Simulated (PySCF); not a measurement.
The multiplicity is imposed and other spin states were not computed.

Cartesian coordinates (Å):
```xyz
9

Ag    -0.0942     0.1239    -0.0892
C      1.0843    -1.3382    -1.2212
C      0.8914    -0.2284    -2.0161
H      2.0075    -1.4694    -0.6465
H      0.4346    -2.2164    -1.3049
H      0.0823    -0.1922    -2.7540
H      1.6561     0.5518    -2.0945
O     -1.2080     0.9334     1.3116
H     -0.6502     1.4568     1.9049
```
Charge 0, spin multiplicity 1.

What is the computed HOMO–LUMO gap, LUMO, HOMO, charge on the central atom (Mulliken), total energy and dipole moment (TPSSh-D3(BJ)/def2-TZVP // r2SCAN-D4/def2-SVP (PySCF))?


- HOMO–LUMO gap = 3.96 eV
- LUMO = -1.91 eV
- HOMO = -5.86 eV
- charge on the central atom (Mulliken) = 0.29 e
- total energy = -8202.58 eV
- dipole moment = 4.97 D
